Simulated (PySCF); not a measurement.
BF₃, charge +1, doublet, at a GFN2-xTB geometry (a state made from the parent by changing its charge; the spin is typed, not shown lowest); PySCF with DF-PBE0/aug-cc-pVDZ.

The PySCF input:
```python
from pyscf import gto, scf, dft

mol = gto.Mole()
mol.atom = '''
    B     0.023522   -0.011173    0.010554
    F    -1.111737   -0.666599   -0.018630
    F    -0.014404    1.201515   -0.486636
    F     1.113073   -0.528709    0.499403
'''
mol.basis = 'aug-cc-pvdz'
mol.charge = 1
mol.spin = 1
mol.verbose = 4
mol.build()

mf = dft.UKS(mol)
mf.xc = 'pbe0'
mf.diis_space = 2
mf = mf.density_fit(auxbasis='def2-universal-jkfit')
mf.kernel()
mf.analyze()
```

Problem. What does PySCF print? Leave out banner, timings and long lists.

Solution. 
```
PySCF version 2.14.0

[INPUT] verbose = 4
[INPUT] num. atoms = 4
[INPUT] num. electrons = 31
[INPUT] charge = 1
[INPUT] spin (= nelec alpha-beta = 2S) = 1
[INPUT] symmetry False subgroup None
[INPUT] Mole.unit = angstrom
[INPUT] Symbol           X                Y                Z      unit          X                Y                Z       unit  Magmom
[...]
nuclear repulsion = 111.41683584158
number of shells = 32
number of NR pGTOs = 140
number of NR cGTOs = 92
basis = aug-cc-pvdz
ecp = {}

******** <class 'pyscf.df.df_jk.DFUKS'> ********
method = DFUKS
initial guess = minao
damping factor = 0
level_shift factor = 0
DIIS = <class 'pyscf.scf.diis.CDIIS'>
diis_start_cycle = 1
diis_space = 2
diis_damp = 0
SCF conv_tol = 1e-09
SCF conv_tol_grad = None
SCF max_cycles = 50
direct_scf = False
number electrons alpha = 16  beta = 15
XC library pyscf.dft.libxc version 7.1.2
    S. Lehtola, C. Steigemann, M. J. T. Oliveira, and M. A. L. Marques,  SoftwareX 7, 1–5 (2018)
XC functionals = pbe0
    C. Adamo and V. Barone,  J. Chem. Phys. 110, 6158 (1999)
    M. Ernzerhof and G. E. Scuseria,  J. Chem. Phys. 110, 5029 (1999)
radial grids:
    Treutler-Ahlrichs [JCP 102, 346 (1995); DOI:10.1063/1.469408] (M4) radial grids

becke partition: Becke, JCP 88, 2547 (1988); DOI:10.1063/1.454033
pruning grids: <function nwchem_prune>
grids dens level: 3
symmetrized grids: False
atomic radii adjust function: <function treutler_atomic_radii_adjust>
small_rho_cutoff = 0
Set gradient conv threshold to 3.16228e-05
tot grids = 56832
******** <class 'pyscf.df.df.DF'> ********
auxbasis = def2-universal-jkfit
init E= -324.699705539208

cycle= 1 E= -323.666953943359  delta_E= 1.03  |g|=  0.3  |ddm|= 1.73
cycle= 2 E= -323.670966056292  delta_E= -0.00401  |g|= 0.332  |ddm|= 0.546
cycle= 3 E= -323.692602785263  delta_E= -0.0216  |g|= 0.227  |ddm|= 0.357
cycle= 4 E= -323.698453074875  delta_E= -0.00585  |g|= 0.186  |ddm|= 0.281
cycle= 5 E= -323.709230030748  delta_E= -0.0108  |g|= 0.0752  |ddm|= 0.142
cycle= 6 E= -323.70217641448  delta_E= 0.00705  |g|= 0.159  |ddm|= 0.14
cycle= 7 E= -323.707876969377  delta_E= -0.0057  |g|= 0.0939  |ddm|= 0.163
cycle= 8 E= -323.709962636236  delta_E= -0.00209  |g|= 0.0587  |ddm|= 0.0891
cycle= 9 E= -323.708844072528  delta_E= 0.00112  |g|= 0.079  |ddm|= 0.0649
cycle= 10 E= -323.705694866489  delta_E= 0.00315  |g|= 0.121  |ddm|= 0.135
cycle= 11 E= -323.710660746717  delta_E= -0.00497  |g|= 0.0351  |ddm|= 0.0918
cycle= 12 E= -323.709852343267  delta_E= 0.000808  |g|= 0.0589  |ddm|= 0.0511
cycle= 13 E= -323.709875541966  delta_E= -2.32e-05  |g|= 0.0567  |ddm|= 0.0737
cycle= 14 E= -323.71071577006  delta_E= -0.00084  |g|= 0.032  |ddm|= 0.0551
cycle= 15 E= -323.71064093047  delta_E= 7.48e-05  |g|= 0.0342  |ddm|= 0.0281
cycle= 16 E= -323.709193128611  delta_E= 0.00145  |g|= 0.0713  |ddm|= 0.0706
cycle= 17 E= -323.710933761342  delta_E= -0.00174  |g|= 0.0188  |ddm|= 0.0559
cycle= 18 E= -323.710845460505  delta_E= 8.83e-05  |g|= 0.0245  |ddm|= 0.0218
cycle= 19 E= -323.710660557799  delta_E= 0.000185  |g|= 0.0325  |ddm|= 0.0353
cycle= 20 E= -323.71092828677  delta_E= -0.000268  |g|= 0.0187  |ddm|= 0.0329
cycle= 21 E= -323.710959699954  delta_E= -3.14e-05  |g|= 0.0159  |ddm|= 0.0144
cycle= 22 E= -323.710505292494  delta_E= 0.000454  |g|= 0.0385  |ddm|= 0.0359
cycle= 23 E= -323.711002601036  delta_E= -0.000497  |g|= 0.0113  |ddm|= 0.0315
cycle= 24 E= -323.710956120111  delta_E= 4.65e-05  |g|= 0.0161  |ddm|= 0.0148
cycle= 25 E= -323.710898927379  delta_E= 5.72e-05  |g|= 0.0201  |ddm|= 0.0219
cycle= 26 E= -323.710905649301  delta_E= -6.72e-06  |g|= 0.0198  |ddm|= 0.024
cycle= 27 E= -323.710647245094  delta_E= 0.000258  |g|= 0.0332  |ddm|= 0.031
cycle= 28 E= -323.710447966381  delta_E= 0.000199  |g|= 0.0406  |ddm|= 0.0434
cycle= 29 E= -323.709573417776  delta_E= 0.000875  |g|= 0.0637  |ddm|= 0.0625
cycle= 30 E= -323.708083691567  delta_E= 0.00149  |g|= 0.0903  |ddm|= 0.0892
cycle= 31 E= -323.704152855509  delta_E= 0.00393  |g|= 0.138  |ddm|= 0.136
cycle= 32 E= -323.696293542751  delta_E= 0.00786  |g|= 0.201  |ddm|= 0.198
cycle= 33 E= -323.675524936145  delta_E= 0.0208  |g|= 0.312  |ddm|= 0.302
cycle= 34 E= -323.633288621043  delta_E= 0.0422  |g|= 0.458  |ddm|= 0.455
cycle= 35 E= -323.548742375805  delta_E= 0.0845  |g|= 0.658  |ddm|= 0.65
cycle= 36 E= -323.429602042729  delta_E= 0.119  |g|= 0.862  |ddm|= 0.861
cycle= 37 E= -323.19820715736  delta_E= 0.231  |g|= 1.14  |ddm|=  1.1
cycle= 38 E= -322.999963606348  delta_E= 0.198  |g|= 1.37  |ddm|= 1.32
cycle= 39 E= -322.671321441894  delta_E= 0.329  |g|= 1.66  |ddm|= 1.55
cycle= 40 E= -322.34225616052  delta_E= 0.329  |g|= 1.89  |ddm|= 1.77
cycle= 41 E= -321.890331890626  delta_E= 0.452  |g|= 2.19  |ddm|= 2.01
cycle= 42 E= -321.4177858438  delta_E= 0.473  |g|= 2.44  |ddm|= 2.25
cycle= 43 E= -320.626410451499  delta_E= 0.791  |g|= 2.77  |ddm|= 2.49
cycle= 44 E= -319.827202359064  delta_E= 0.799  |g|= 3.04  |ddm|= 2.73
cycle= 45 E= -316.692938109325  delta_E= 3.13  |g|= 3.49  |ddm|= 3.22
cycle= 46 E= -312.818898699141  delta_E= 3.87  |g|= 3.95  |ddm|= 3.76
cycle= 47 E= -307.941594910005  delta_E= 4.88  |g|=  4.1  |ddm|= 4.37
cycle= 48 E= -304.596723810759  delta_E= 3.34  |g|= 4.58  |ddm|=   10
cycle= 49 E= -302.617593360549  delta_E= 1.98  |g|= 4.89  |ddm|= 12.1
cycle= 50 E= -293.523631613193  delta_E= 9.09  |g|= 4.19  |ddm|= 25.7
SCF not converged.
SCF energy = -293.523631613193 after 50 cycles  <S^2> = 0.7508085  2S+1 = 2.0008083
**** SCF Summaries ****
Total Energy =                        -293.523631613193174
Nuclear Repulsion Energy =             111.416835841579712
One-electron Energy =                 -640.744994875578868
Two-electron Energy =                  235.804527420805982
Two-electron Coulomb Energy =          271.266027140199242
DFT Exchange-Correlation Energy =      -35.461499719393274
**** MO energy ****
                             alpha | beta                alpha | beta
[...]
To work with the spin densities directly, `use mulliken_meta_spin()` only printing them here.

 ** Mulliken spin pop alpha/beta on meta-lowdin orthogonal AOs **
 ** Mulliken Spin Density (per AO)  **
spin_pop of  0 B 1s        0.00003
spin_pop of  0 B 2s        0.03158
spin_pop of  0 B 3s        0.00882
spin_pop of  0 B 4s        0.00526
spin_pop of  0 B 2px       0.04393
spin_pop of  0 B 2py       0.05928
spin_pop of  0 B 2pz       0.03064
spin_pop of  0 B 3px       0.05323
spin_pop of  0 B 3py       0.01220
spin_pop of  0 B 3pz       0.01043
spin_pop of  0 B 4px       0.00955
spin_pop of  0 B 4py       0.00474
spin_pop of  0 B 4pz       0.00290
spin_pop of  0 B 3dxy     -0.00062
spin_pop of  0 B 3dyz     -0.00058
spin_pop of  0 B 3dz^2     0.00208
spin_pop of  0 B 3dxz      0.00378
spin_pop of  0 B 3dx2-y2    0.02221
spin_pop of  0 B 4dxy     -0.00004
spin_pop of  0 B 4dyz      0.00745
spin_pop of  0 B 4dz^2     0.00514
spin_pop of  0 B 4dxz      0.01146
spin_pop of  0 B 4dx2-y2    0.10703
spin_pop of  1 F 1s       -0.00000
spin_pop of  1 F 2s        0.00027
spin_pop of  1 F 3s        0.00001
spin_pop of  1 F 4s        0.00019
spin_pop of  1 F 2px       0.00039
spin_pop of  1 F 2py       0.00014
spin_pop of  1 F 2pz       0.00001
spin_pop of  1 F 3px       0.00146
spin_pop of  1 F 3py      -0.00006
spin_pop of  1 F 3pz       0.00020
spin_pop of  1 F 4px       0.00068
spin_pop of  1 F 4py       0.00232
spin_pop of  1 F 4pz       0.00065
spin_pop of  1 F 3dxy      0.00041
spin_pop of  1 F 3dyz      0.00004
spin_pop of  1 F 3dz^2     0.00001
spin_pop of  1 F 3dxz      0.00020
spin_pop of  1 F 3dx2-y2    0.00071
spin_pop of  1 F 4dxy      0.00039
spin_pop of  1 F 4dyz      0.00007
spin_pop of  1 F 4dz^2     0.00001
spin_pop of  1 F 4dxz      0.00035
spin_pop of  1 F 4dx2-y2    0.00165
spin_pop of  2 F 1s        0.00000
spin_pop of  2 F 2s        0.00341
spin_pop of  2 F 3s        0.02847
spin_pop of  2 F 4s        0.00574
spin_pop of  2 F 2px       0.00003
spin_pop of  2 F 2py       0.01477
spin_pop of  2 F 2pz       0.00209
spin_pop of  2 F 3px       0.00499
spin_pop of  2 F 3py       0.10108
spin_pop of  2 F 3pz       0.01029
spin_pop of  2 F 4px       0.00361
spin_pop of  2 F 4py       0.00604
spin_pop of  2 F 4pz       0.00239
spin_pop of  2 F 3dxy     -0.00100
spin_pop of  2 F 3dyz      0.00059
spin_pop of  2 F 3dz^2    -0.00004
spin_pop of  2 F 3dxz     -0.00026
spin_pop of  2 F 3dx2-y2    0.00366
spin_pop of  2 F 4dxy     -0.00057
spin_pop of  2 F 4dyz      0.00023
spin_pop of  2 F 4dz^2     0.00003
spin_pop of  2 F 4dxz     -0.00021
spin_pop of  2 F 4dx2-y2    0.00241
spin_pop of  3 F 1s        0.00000
spin_pop of  3 F 2s        0.00025
spin_pop of  3 F 3s        0.06379
spin_pop of  3 F 4s        0.05970
spin_pop of  3 F 2px       0.01614
spin_pop of  3 F 2py       0.00012
spin_pop of  3 F 2pz       0.00072
spin_pop of  3 F 3px       0.19002
spin_pop of  3 F 3py       0.02346
spin_pop of  3 F 3pz       0.00220
spin_pop of  3 F 4px       0.00035
spin_pop of  3 F 4py       0.00049
spin_pop of  3 F 4pz       0.00013
spin_pop of  3 F 3dxy      0.00670
spin_pop of  3 F 3dyz      0.00003
spin_pop of  3 F 3dz^2     0.00025
spin_pop of  3 F 3dxz      0.00084
spin_pop of  3 F 3dx2-y2   -0.00037
spin_pop of  3 F 4dxy      0.00622
spin_pop of  3 F 4dyz     -0.00009
spin_pop of  3 F 4dz^2     0.00052
spin_pop of  3 F 4dxz      0.00038
spin_pop of  3 F 4dx2-y2   -0.00019
 ** Mulliken Spin Density (per atom)  **
spin density of  0 B =      0.43049
spin density of  1 F =      0.01011
spin density of  2 F =      0.18775
spin density of  3 F =      0.37165
 ** Mulliken pop alpha/beta on meta-lowdin orthogonal AOs **
 ** Mulliken pop       alpha | beta **
In total            16.00000 | 15.00000
 ** Mulliken atomic charges   ( Nelec_alpha | Nelec_beta ) **
charge of  0B =     -2.09491  (     3.76270      3.33221 )
charge of  1F =      6.92841  (     1.04085      1.03074 )
charge of  2F =     -2.24718  (     5.71746      5.52972 )
charge of  3F =     -1.58633  (     5.47899      5.10734 )

WARN: System has nonzero charge 1; the dipole moment is origin-dependent.
Location of origin: [0. 0. 0.]

Dipole moment(X, Y, Z, Debye): -70.27948, -50.56839,  2.21005
```

Convergence was not reached.
